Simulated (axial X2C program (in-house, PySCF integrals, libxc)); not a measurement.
**GaI: cheaper levels and CCSD(T), 2c**

Computed with an axial X2C code built on PySCF integrals. Two-component (2c) means X2C with spin–orbit coupling and atomic mean-field two-electron Coulomb and Gaunt terms. Basis: I dyall-cv3z [11s12p8d4f1g], Ga dyall-cv3z [9s9p7d4f1g] (cores contracted in-house); Gaussian nuclei, density fitting, unrestricted open shells. Masses: I 126.904 u, Ga 68.926 u.

State: Ω = 0 (closed shell); fragments I + Ga.

```json
{"level": "PBE0", "Re (Å)": "2.593", "ωe (cm⁻¹)": "212.4", "De (eV)": "n/a"}
{"level": "HF", "Re (Å)": "2.635", "ωe (cm⁻¹)": "203.1", "De (eV)": "n/a"}
{"level": "MP2", "Re (Å)": "2.606", "ωe (cm⁻¹)": "215.0", "De (eV)": "3.40"}
{"level": "CCSD", "Re (Å)": "2.612", "ωe (cm⁻¹)": "212.7", "De (eV)": "3.19"}
{"level": "B97-3", "Re (Å)": "2.619", "ωe (cm⁻¹)": "206.5", "De (eV)": "n/a"}
```

Correlated methods: 10 electrons correlated (number of frozen shells: I 4 s, 3 p, 2 d; Ga 3 s, 2 p, 1 d), 308 virtual spin orbitals or spinors in MP2, 90 natural virtuals in coupled cluster.

CCSD(T), same Hamiltonian and basis:

Re = 2.611 Å, ωe = 213.4 cm⁻¹, De = 3.30 eV; T1 = 0.013 (Lee–Taylor normalisation).

(1) Give the differences from CCSD(T) in the columns below.

Occupations by symmetry block were frozen at the best pattern of an incomplete PBE0 search. The closed shell is kept restricted, so the energy runs too high when the bond is stretched far. De is counted from the lowest determinant-based energies of the atoms at the same level, without counterpoise correction. De is not given where an atomic determinant may have missed its ground term or J level, or where the truncated virtual space spoils (T). Coupled cluster ran in a truncated set of natural virtual spinors; the MP2 energy of the rest was added. (T) has no such correction and the atoms are truncated less, which lowers De at CCSD(T) by a hundredth of an eV or more. The functionals have no current-density term, which raises determinants with orbital currents, atoms included. With the outer-core shells frozen, correlated bond lengths of heavy atoms tend to come out a few hundredths of an ångström too long.

Results:

(1) 

```csv
level,ΔRe (Å),Δωe (cm⁻¹),ΔDe (eV)
PBE0,-0.018,-1.0,n/a
HF,0.024,-10.3,n/a
MP2,-0.005,1.6,0.10
CCSD,0.001,-0.7,-0.11
B97-3,0.008,-6.9,n/a
```
